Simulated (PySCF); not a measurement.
# Relaxation of triplet H₂OsO

These are results of PySCF, UPBE0, basis Os def2-TZVP with ECP60, O def2-TZVP, H def2-TZVP (scalar-relativistic core potentials, no spin–orbit coupling, density fitting), not measurements. A (50,194) grid was used.

A hand-made T-shaped (ligand arrangement 1) start, of Cs symmetry, held to at least that symmetry:

```xyz
4
charge 0 multiplicity 3, angstrom
Os    0.1240    0.0000   -0.0126
O    -1.6049    0.0000    0.0478
H     0.1240    0.0000    1.5974
H     1.7330    0.0000    0.0436
```

Optimiser trace:
```json
{"step": "0", "E − E(last) (kJ/mol)": "173.10", "largest gradient (Eh/bohr)": "0.05040"}
{"step": "1", "E − E(last) (kJ/mol)": "155.25", "largest gradient (Eh/bohr)": "0.03026"}
{"step": "2", "E − E(last) (kJ/mol)": "148.13", "largest gradient (Eh/bohr)": "0.00979"}
{"step": "3", "E − E(last) (kJ/mol)": "143.24", "largest gradient (Eh/bohr)": "0.01199"}
{"step": "4", "E − E(last) (kJ/mol)": "127.34", "largest gradient (Eh/bohr)": "0.04249"}
{"step": "5", "E − E(last) (kJ/mol)": "124.50", "largest gradient (Eh/bohr)": "0.05661"}
{"step": "6", "E − E(last) (kJ/mol)": "97.01", "largest gradient (Eh/bohr)": "0.04305"}
{"step": "7", "E − E(last) (kJ/mol)": "62.14", "largest gradient (Eh/bohr)": "0.03592"}
{"step": "8", "E − E(last) (kJ/mol)": "25.65", "largest gradient (Eh/bohr)": "0.02640"}
{"step": "9", "E − E(last) (kJ/mol)": "1.15", "largest gradient (Eh/bohr)": "0.00931"}
{"step": "10", "E − E(last) (kJ/mol)": "0.16", "largest gradient (Eh/bohr)": "0.00688"}
{"step": "11", "E − E(last) (kJ/mol)": "0.08", "largest gradient (Eh/bohr)": "0.00333"}
{"step": "12", "E − E(last) (kJ/mol)": "0.01", "largest gradient (Eh/bohr)": "0.00049"}
{"step": "13", "E − E(last) (kJ/mol)": "0.00", "largest gradient (Eh/bohr)": "0.00021"}
{"step": "14", "E − E(last) (kJ/mol)": "0.00", "largest gradient (Eh/bohr)": "0.00005"}
```

It ends at C2v with Os–H 1.633 Å (×2), Os–O 1.677 Å; H–Os–H 127.0°, H–Os–O 116.5° (×2). A frequency run shows a minimum. Other isomers or separated fragments may lie lower.

With open d or f shells other occupations or spin states may lie lower. Spin–orbit coupling, left out here, can matter for elements this heavy.

The relaxation took about 3 core-minutes on a shared host.
